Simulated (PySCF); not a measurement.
An unknown shows these calculated signals:

1H NMR (400 MHz, computed): δ 2.89 (qd, J = 7.9, 2.6 Hz, 1H), 2.41 (s, 3H), 1.84 (d, J = 2.6 Hz, 1H), 1.29 (d, J = 7.9 Hz, 3H).

13C{1H} NMR (computed): δ 202.8 (C), 76.4 (C), 73.7 (C), 69.7 (CH), 69.1 (C), 40.9 (CH), 29.7 (CH3), 16.9 (CH3).

[PySCF 2.14.0 with density-fitted response routines: PBE0-D3(BJ)/def2-SVP geometry; shielding tensors at B97-2/pcSseg-1 (GIAO); J: B3LYP/pcJ-1 (without the spin–dipole term); equivalent nuclei averaged; isolated molecule; one computed conformer; no relativistic terms]

References, each an isolated molecule treated in the same way: 1H (σ = 31.38 ppm) and 13C (σ = 183.69 ppm) against TMS.

**Question.** Which of these does the molecule contain: a tert-butyl group, a three-membered ring, a benzene ring, a ketone, a C≡C triple bond?

**Answer.** 
- A tert-butyl group: no.
- A three-membered ring: no.
- A benzene ring: no.
- A ketone: yes (δC 202.8).
- A C≡C triple bond: yes (δC 69.7, 69.1; δH 1.84 (d)).

The data belong to `C#CC#C[C@H](C)C(C)=O`, C8H8O; they needn't prove each group on their own.

Carbon signals by region: 1 in the far downfield region (above 160 ppm), 4 at 50–100 ppm, 3 below 50 ppm. Above 160 ppm: 202.8, ketone carbonyl carbon.

Splittings below 1 Hz are ignored in the labels, and close J values are merged. Unscaled 3J(H,H) at this level run about 10 % above measured values. Shifts are as computed. Against solution values, carbons near 30 ppm lie about +1 ppm off and those near 130 ppm about +2 ppm. Of 1211 compounds with measured shifts, 218 miss one by over three times the rms of a fit or turn the order of signals round; such compounds aren't used in these exercises.
